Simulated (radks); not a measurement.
Values are calculated unless marked as measured or tabulated.
Initial-state core-level shifts of neutral neodymium when its valence configuration changes from [Xe] 4f4 6s2. Level of theory: Dirac Kohn-Sham, PBEsol, spin-unpolarised, spherical densities, finite nucleus; open shells fill j = l - 1/2 first; Fermi nuclear charge, rms radius 4.9123 fm (a radial shooting solver on a logarithmic mesh with Libxc functionals). Shifts are changes of the shell-averaged eigenvalues in eV (positive: less bound); the change of the density at the nucleus, which sets a Mossbauer isomer shift, is in e/bohr^3, on a base of 4.53e+05.

| valence | 1s | 3s | 5s | 5p | density at nucleus |
|---|---|---|---|---|---|
| 4f3 6s2 6p1 | -8.984 | -10.517 | -6.230 | -5.404 | +38.22 |
| 4f4 5d1 6s1 | +1.076 | +1.071 | +1.255 | +1.176 | -20.18 |
| 4f4 6s1 6p1 | -1.071 | -1.041 | -1.111 | -1.096 | -16.46 |
| 4f2 6s2 6p2 | -19.784 | -23.390 | -12.901 | -11.110 | +86.50 |
| 4f3 5d1 6s2 | -5.937 | -7.426 | -3.194 | -2.547 | +27.12 |
| 4f4 6s1.5 6p0.5 | -0.545 | -0.530 | -0.566 | -0.559 | -8.01 |
